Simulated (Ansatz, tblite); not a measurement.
Cost and result up the ladder for `Sc1ccc(-c2ccc(-c3ccc(-c4ccc(S)nc4)nc3)nc2)nc1` (40 atoms). Total charge 0; singlet. Geometry: PBE-D4/def2-SVP.

```xyz
40

S    -5.595    3.733    6.636
C    -4.674    2.969    5.335
C    -5.227    2.131    4.346
C    -4.393    1.586    3.368
C    -3.010    1.883    3.381
C    -2.064    1.344    2.378
C    -0.682    1.617    2.482
C     0.201    1.102    1.536
C    -0.299    0.306    0.478
C     0.573   -0.286   -0.562
C     0.010   -1.000   -1.642
C     0.838   -1.552   -2.617
C     2.241   -1.391   -2.512
C     3.186   -1.942   -3.509
C     2.781   -2.620   -4.682
C     3.735   -3.111   -5.571
C     5.100   -2.910   -5.261
S     6.337   -3.524   -6.374
N     5.511   -2.269   -4.155
C     4.581   -1.803   -3.314
N     2.784   -0.716   -1.473
C     1.985   -0.192   -0.545
N    -1.623    0.052    0.368
C    -2.461    0.550    1.276
N    -2.487    2.686    4.336
C    -3.278    3.206    5.269
H    -6.807    3.221    6.280
H    -6.304    1.902    4.342
H    -4.825    0.928    2.602
H    -0.337    2.242    3.318
H     1.274    1.322    1.618
H    -1.084   -1.102   -1.681
H     0.394   -2.109   -3.453
H     1.714   -2.766   -4.912
H     3.435   -3.639   -6.488
H     7.362   -3.063   -5.603
H     4.932   -1.278   -2.411
H     2.500    0.337    0.277
H    -3.526    0.306    1.117
H    -2.795    3.854    6.024
```

Ansatz on 2 threads of AMD EPYC 7R13 on a shared host and a share (18 GiB) of an NVIDIA H100 80GB HBM3; xTB runs through tblite on one thread. Times are rough, summed over both states, and most runs start from the orbitals of an earlier one. PBE0-D4/def2-TZVP serves as the yardstick here, not as an exact answer. The other state is a triplet.

The xTB rows come from tblite. Single mean-field runs in def2-TZVP are fitted with def2-universal-jkfit.

xTB has no spin-polarisation term.

| level | functions | wall time | vertical triplet (eV) | difference from PBE0-D4/def2-TZVP (eV) |
| --- | --- | --- | --- | --- |
| GFN2-xTB | 128 | 0.23 s | 2.19 | -0.44 |
| GFN1-xTB | 142 | 0.23 s | 2.32 | -0.32 |
| PBE-D4/def2-TZVP | 902 | 30 s | 2.23 | -0.41 |
| PBE0-D4/def2-TZVP (with forces) | 902 | 49 s | 2.64 | 0.00 |
